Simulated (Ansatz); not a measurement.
## C2H9AlS (SMILES [CH3][AlH-]([CH3])[SH2+]): name the method

C2H9AlS has 13 atoms, charge 0, and is taken as a singlet. As SMILES, `[CH3][AlH-]([CH3])[SH2+]`. The shape is that of a PBE0-D4/def2-TZVP optimisation. This is one conformer, not always the lowest.

```xyz
13

C    -0.5470    1.6088   -0.4634
Al   -0.1901   -0.3227   -0.6290
C     1.6574   -0.9774   -0.4440
S    -1.0892   -1.1423    1.6364
H    -1.6080    1.8348   -0.3164
H     0.0114    2.0712    0.3576
H    -0.2426    2.1300   -1.3785
H    -1.2416   -1.2092   -1.4546
H     2.2248   -0.7661   -1.3577
H     2.1980   -0.4930    0.3759
H     1.7087   -2.0590   -0.2866
H    -0.5786   -0.1789    2.4231
H    -2.2827   -0.5310    1.5519
```

Orbital energies are those of the mean-field step.

A calculation with Ansatz 0.2.0 gave:

```yaml
total_energy: -712.2632 Eh
dipole_moment: 3.42 D
HOMO_energy: -8.19 eV
LUMO_energy: 10.69 eV
HOMO–LUMO_gap: 18.88 eV
largest_force: 2.667 eV/Å
```

Q: Which of these levels gave the numbers?
A. MP2/def2-SVP
B. B3LYP/6-31G* (spherical functions)
C. MP2/STO-3G
D. HF/STO-3G

A: D. The others give -722.2533 Eh (B3LYP/6-31G* (spherical functions)), -720.6866 Eh (MP2/def2-SVP), -712.4295 Eh (MP2/STO-3G).
